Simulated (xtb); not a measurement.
H3O4Si, SMILES [O][Si](O)(O)O (connectivity only; charge and spin as stated), charge -1, multiplicity 1. All values are semi-empirical tight-binding results from xtb (GFN2-xTB unless named), good for trends rather than for accurate numbers. Coordinates come from a GFN2-xTB optimisation. The spin state was assumed, not searched. The isomer is the one that the SMILES or the coordinates give; other isomers of the formula were not compared. The values are those of a single conformer.

```yaml
point_group_as_xtb_finds_it: C3
orbital_gap: 9.70 eV
zero_point_energy: 27.8 kcal/mol
G − E(el) at 298.15 K (modified RRHO): 9.2 kcal/mol
static polarisability (D4 model): 58.0 bohr³
solvation energy, GFN2-xTB/ALPB(water): -67.2 kcal/mol
solvation energy, GFN2-xTB/ALPB(acetone): -60.2 kcal/mol
```
